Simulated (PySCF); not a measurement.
# One molecule, several mistakes: B3H4 cation

These are calculations, not measurements. They come from PySCF 2.14.0, an open-source quantum chemistry program, on an isolated molecule that a program drew, which may never have been made. The molecule is B3H4 cation (charge +1, singlet), drawn as the SMILES string `[BH+]BB`.

Each row is a Hartree-Fock (HF) and frozen-core CCSD(T) single point in the cc-pVDZ basis, meant for a local HF minimum. Run 1 is clean. Each other run has one planted mistake out of seven kinds, and not every kind appears here: one electron removed, one electron added, multiplicity raised by two, geometry at a saddle point, minimal basis STO-3G, one bond length entered in bohr, all coordinates scaled. The reference is restricted for singlets and unrestricted otherwise, and also for a bond in bohr. Adding or removing an electron swaps singlet and doublet. Electrons count all cores. HOMO and LUMO are orbital energies over both spins, the gradient is its largest component, and the lowest frequency (negative if imaginary) is given only where the gradient is small. Bond lengths are over the 6 bonds as drawn. T1 is the CCSD diagnostic: over 0.02 (restricted) or 0.045 (unrestricted) a single reference is doubtful.

Geometry of the clean run:
```xyz
7
B3H4 cation, angstrom
B    -0.2520    1.4065    2.4886
B    -0.0131    1.9034    0.8788
B    -0.7881    1.2237   -0.4610
H    -0.4242    1.0550    3.6011
H     0.7710    2.8007    0.7611
H    -0.2785    0.3066   -1.0329
H    -1.8246    1.6845   -0.8366
```

```
run,electrons,basis functions,<S^2>,HOMO (eV),LUMO (eV),gradient (hartree/bohr),lowest frequency (cm^-1),mean bond (Å),longest bond (Å),T1,HF (hartree),CCSD(T) (hartree),mistake
1,18,62,0.000,-17.42,-6.55,3.8e-05,210,1.3598,1.702,0.0189,-75.99119,-76.24818,no fault
2,18,62,0.000,-17.24,-6.79,5.1e-05,-384,1.3763,1.780,0.0137,-75.97503,-76.22882,geometry at a saddle point
3,18,62,0.747,-13.65,-6.53,1.6e-02,-,1.6105,3.195,0.0781,-75.86994,-76.11982,one bond length entered in bohr
4,18,62,2.018,-14.68,-8.13,1.1e-01,-,1.3598,1.702,0.0226,-75.90503,-76.15749,multiplicity raised by two
5,19,62,0.759,-8.34,1.46,4.1e-02,-,1.3598,1.702,0.0216,-76.26326,-76.54055,one electron added
6,18,62,0.000,-17.31,-6.51,8.3e-03,-,1.3788,1.725,0.0188,-75.99030,-76.24797,?
```

**Which mistake was planted in run 6, and what did it cost?**

The mean and the longest bond both change by the same factor, 1.014, and the gradient is no longer small. So the mistake is: all coordinates scaled. Subtracting run 1 and multiplying by 627.51 kcal/mol a hartree, the energy moved by 0.6 kcal/mol in HF and 0.1 kcal/mol in CCSD(T).

Cautions from the logs. Run 3: T1 is over the limit, so its CCSD(T) energy is less reliable.
